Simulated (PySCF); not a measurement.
Species: C₃H₁₄N₂Si₂.
Cartesian coordinates in Å at the PBE0-D3(BJ)/def2-SVP level; atoms count from 1:
```
atom  x, y, z in Å
C1    -1.5403    1.0138   -0.7610
C2    -1.3184   -0.4938   -0.6427
C3    -2.6369   -1.2653   -0.6541
Si4   -0.2750   -0.9221    0.8975
Si5    1.6968    0.3581    1.0403
N6     2.9394   -0.2405    2.0859
N7     2.3086    0.3784   -0.5779
H8    -0.5909    1.5672   -0.8439
H9    -2.1463    1.2596   -1.6497
H10   -2.0756    1.4107    0.1177
H11   -0.7171   -0.8285   -1.5096
H12   -3.2680   -0.9841    0.2051
H13   -3.2158   -1.0529   -1.5697
H14   -2.4787   -2.3539   -0.6051
H15    0.0539   -2.3880    0.8701
H16   -1.1154   -0.6915    2.1223
H17    1.3714    1.6975    1.6443
H18    3.0031    0.0936    3.0396
H19    3.2703   -1.1948    2.0007
H20    1.6944    0.2741   -1.3759
H21    3.1513    0.8909   -0.8145
```

Linear response at CAM-B3LYP/def2-SVPD (PySCF, frozen core in the response, non-relativistic). The structure is a single PBE0-D3(BJ)/def2-SVP conformer in the gas phase; no vibrational or solvent corrections.

Static isotropic polarisability: 111.16 au (16.47 Å³), principal values 97.1, 105.8, 130.5 au.

(1) What is the polarisability at 1064 nm and at the sodium D line?

(2) What is the isotropic C6 coefficient between two such molecules, C6 = (3/π)∫α(iω)² dω?

(3) Which effective excitation energy ω̄ makes London's formula C6 = (3/4)α²ω̄ exact here?

(4) How many electrons N does the Slater–Kirkwood formula C6 = (3/4)·√N·α^(3/2) need to give this C6?

(5) How anisotropic is the static polarisability, by Δα² = ½[(α1 − α2)² + (α2 − α3)² + (α3 − α1)²]?

(6) What three-body coefficient follows from the one-pole estimate C9 = (3/4)·α·C6?

(7) What n − 1 at the D line would an ideal gas of it have at 273.15 K and 1 atm (2.6868 × 10¹⁹ cm⁻³), by n − 1 = 2π·N·α′?

(8) The lowest 6 singlets have (eV, f): 5.94, 0.024; 6.16, 0.029; 6.69, 0.020; 6.91, 0.050; 7.14, 0.037; 7.40, 0.035. What share of the static polarisability do they carry in the sum over states α = Σ f/ω²?

## Answers

(1) 112.23 au at 1064 nm (+1.0 %), 114.78 au at 589.3 nm (+3.2 %). The rise at 589.3 nm is 3.37 times that at 1064 nm; a pure ω² law gives 3.26. The lowest singlet lies at 209 nm, shorter than both wavelengths.

(2) 4652 au (Eh·bohr⁶) by a ten-point quadrature over imaginary frequencies, which is 2780 eV·Å⁶ or 268 J·nm⁶/mol.

(3) ω̄ = 4·C6/(3α²) = 0.502 Eh = 13.7 eV. A one-pole form α(ω) = α/(1 − ω²/ω̄²) fitted to the 1064 nm value gives 11.9 eV.

(4) N = (4·C6/3)²/α³ = 28.0; the species has 74 electrons in all.

(5) Δα = 30.0 au, or 0.27 of the isotropic value.

(6) 388000 au. This is an estimate from the two numbers above, not a computed integral.

(7) 28.71 × 10⁻⁴, a formal value whether or not that pressure can be reached.

(8) 3.16 au, 2.8 % of α; the largest term, 0.77 au, is that of the state at 6.91 eV. Their oscillator strengths add up to 0.19. Higher states carry the rest.
